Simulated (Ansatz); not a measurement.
One change: `O[SiH2]C(F)F` becomes `F[CH](F)[SnH2][SH]`.

Ansatz, PBE0-D4/def2-TZVP geometries, multiplicity 1. Each molecule was computed in one conformer, which needn't be the lowest.

Elements past krypton have def2 core potentials.

| property | `O[SiH2]C(F)F` |
| --- | --- |
| size of the dipole moment (PBE/def2-TZVPP) / D | 1.17 |
| LUMO energy (B3LYP/def2-TZVPP) / eV | -0.42 |
| HOMO energy (B3LYP/def2-TZVPP) / eV | -8.25 |
| HOMO–LUMO gap (PBE/def2-TZVPP) / eV | 5.83 |
| HOMO–LUMO gap (B3LYP/def2-TZVPP) / eV | 7.83 |
| LUMO energy (ωB97M-V/def2-TZVPP) / eV | 1.54 |

Question: What does the change do to each property? (Best estimate.)

Answer: The calculation gave: 
| property | `F[CH](F)[SnH2][SH]` | shift |
| --- | --- | --- |
| size of the dipole moment (PBE/def2-TZVPP) / D | 2.22 | 1.05 |
| LUMO energy (B3LYP/def2-TZVPP) / eV | -1.00 | -0.58 |
| HOMO energy (B3LYP/def2-TZVPP) / eV | -7.15 | 1.10 |
| HOMO–LUMO gap (PBE/def2-TZVPP) / eV | 4.58 | -1.25 |
| HOMO–LUMO gap (B3LYP/def2-TZVPP) / eV | 6.14 | -1.69 |
| LUMO energy (ωB97M-V/def2-TZVPP) / eV | 0.89 | -0.65 |

With PBE0 the HOMO rises by 1.06 eV and the LUMO falls by 0.58 eV, so the gap narrows by about 1.64 eV. PBE moves the HOMO by 0.73 eV and ωB97M-V by 1.19 eV. Dipoles are sizes alone; their direction can turn.

B3LYP here is the variant with VWN-RPA as its local correlation; programs differ in this.
